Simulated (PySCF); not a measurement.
# LiCd and its ions

UHF-CCSD(T); basis Li def2-SVPD, Cd def2-SVPD with ECP28; scalar-relativistic core potentials; PySCF 2.14. Neutral (UHF): doublet (σ ↑), Re = 3.266 Å, ωe = 97.4 cm⁻¹, De = 0.06 eV.

LiCd⁺ (RHF): singlet (closed shell), Re = 2.829 Å, ωe = 238 cm⁻¹, De = 0.60 eV to Li⁺ + Cd. The energies at the minima are -174.64603 hartree for LiCd and -174.47291 for LiCd⁺.

Task: Work out the adiabatic ionisation energy, without and with harmonic zero-point energies (1 hartree = 27.2114 eV, 1 eV = 8065.5 cm⁻¹), and the change of the bond length.

Result: At CCSD(T): 0.17312 hartree = 4.711 eV between the minima; the zero-point term (238.0 − 97.4)/2 cm⁻¹ = +0.009 eV makes it 4.720 eV. Re changes by -43.7 pm against the neutral. The electron leaves a σ orbital, and the shorter bond of the ion fits an antibonding orbital, or a change in how ionic the bond is.

LiCd⁻ (RHF): singlet (closed shell), Re = 3.870 Å, ωe = 61.3 cm⁻¹, De = 0.10 eV to Li⁻ + Cd. The energies at the minima are -174.64603 hartree for LiCd and -174.66807 for LiCd⁻.

Task: Work out the adiabatic electron affinity, without and with harmonic zero-point energies (1 hartree = 27.2114 eV, 1 eV = 8065.5 cm⁻¹), and the change of the bond length.

Result: At CCSD(T): 0.02204 hartree = 0.600 eV between the minima; the zero-point term (97.4 − 61.3)/2 cm⁻¹ = +0.002 eV makes it 0.602 eV. Re changes by +60.4 pm against the neutral. The electron enters a σ orbital, and the ion is left as a loose complex of an ion and an atom.

Correlated steps freeze no core orbitals. Weak bonds: LiCd, LiCd⁻. Basis-set superposition, not corrected here, can be much of De in a small basis, most of all at correlated wavefunction levels. For an ion De counts to the pair picked by the measured ionisation energies or electron affinities, which need not be the lowest pair at this level. States were picked by a PBE0 search and need not be the measured ground states.

Neutral and ion stand on different kinds of reference determinant, which adds to the error of the difference.
